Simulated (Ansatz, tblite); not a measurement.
Cost and result up the ladder for perylene (C20H12) (32 atoms). The state is a singlet with charge 0. Geometry: PBE-D4/def2-SVP.

```xyz
32

C     3.609   -1.050    0.422
C     3.753   -0.083   -0.562
C     2.614    0.613   -1.057
C     2.748    1.607   -2.067
C     1.632    2.278   -2.541
C     0.352    1.981   -2.026
C     0.160    1.012   -1.031
C    -1.176    0.699   -0.491
C    -2.333    1.353   -0.939
C    -3.609    1.051   -0.420
C    -3.753    0.084    0.562
C    -2.614   -0.613    1.057
C    -2.748   -1.608    2.066
C    -1.632   -2.279    2.539
C    -0.353   -1.982    2.025
C    -0.160   -1.012    1.031
C     1.176   -0.699    0.491
C     2.333   -1.352    0.940
C     1.306    0.306   -0.528
C    -1.306   -0.306    0.528
H     4.490   -1.588    0.804
H     4.744    0.160   -0.974
H     3.752    1.830   -2.461
H     1.735    3.047   -3.321
H    -0.508    2.534   -2.426
H    -2.259    2.125   -1.716
H    -4.489    1.590   -0.803
H    -4.744   -0.161    0.974
H    -3.752   -1.832    2.459
H    -1.736   -3.049    3.320
H     0.508   -2.535    2.425
H     2.259   -2.123    1.719
```

Ansatz on 8 threads of Intel Xeon Platinum 8259CL on a shared host; xTB runs through tblite on one thread. Times are rough, summed over both states, and most runs start from the orbitals of an earlier one. PBE0-D4/def2-TZVP serves as the yardstick here, not as an exact answer. The other state is a triplet.

The xTB rows come from tblite. Single mean-field runs in def2-TZVP are fitted with def2-universal-jkfit.

xTB has no spin-polarisation term.

```tsv
level	functions	wall time	vertical triplet (eV)	difference from PBE0-D4/def2-TZVP (eV)
GFN2-xTB	92	0.11 s	1.81	0.15
GFN1-xTB	104	0.17 s	1.80	0.13
PBE-D4/def2-TZVP	692	35 s	1.58	-0.08
PBE0-D4/def2-TZVP	692	1.7 min	1.66	0.00
```
